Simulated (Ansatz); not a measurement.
Results of the Gaussian-basis code of Ansatz.

A structure relaxed at PBE0-D4/def2-TZVP, charge 0, multiplicity 1:

```json
{"atom": "Si1", "x (Å)": "-0.790", "y (Å)": "-1.270", "z (Å)": "1.114"}
{"atom": "C2", "x (Å)": "0.602", "y (Å)": "-0.108", "z (Å)": "0.629"}
{"atom": "Cl3", "x (Å)": "0.538", "y (Å)": "1.367", "z (Å)": "1.641"}
{"atom": "In4", "x (Å)": "0.542", "y (Å)": "0.449", "z (Å)": "-1.472"}
{"atom": "Te5", "x (Å)": "0.082", "y (Å)": "2.925", "z (Å)": "-2.352"}
{"atom": "I6", "x (Å)": "0.945", "y (Å)": "-1.491", "z (Å)": "-3.257"}
{"atom": "H7", "x (Å)": "-0.727", "y (Å)": "-1.588", "z (Å)": "2.563"}
{"atom": "H8", "x (Å)": "-0.655", "y (Å)": "-2.512", "z (Å)": "0.307"}
{"atom": "H9", "x (Å)": "-2.088", "y (Å)": "-0.618", "z (Å)": "0.804"}
{"atom": "H10", "x (Å)": "1.575", "y (Å)": "-0.576", "z (Å)": "0.795"}
{"atom": "H11", "x (Å)": "-0.024", "y (Å)": "3.421", "z (Å)": "-0.772"}
```

(1) Give its formula and SMILES.

(2) Summarise the bond lengths by kind.

Results:

(1) CH5ClIInSiTe, `[SiH3][CH](Cl)[In]([TeH])[I]`.

(2) 1 × C–Si 1.877 Å; 3 × H–Si 1.485 to 1.487 Å; 1 × C–Cl 1.789 Å; 1 × C–In 2.174 Å; 1 × C–H 1.092 Å; 1 × In–Te 2.668 Å; 1 × I–In 2.667 Å; 1 × H–Te 1.660 Å.
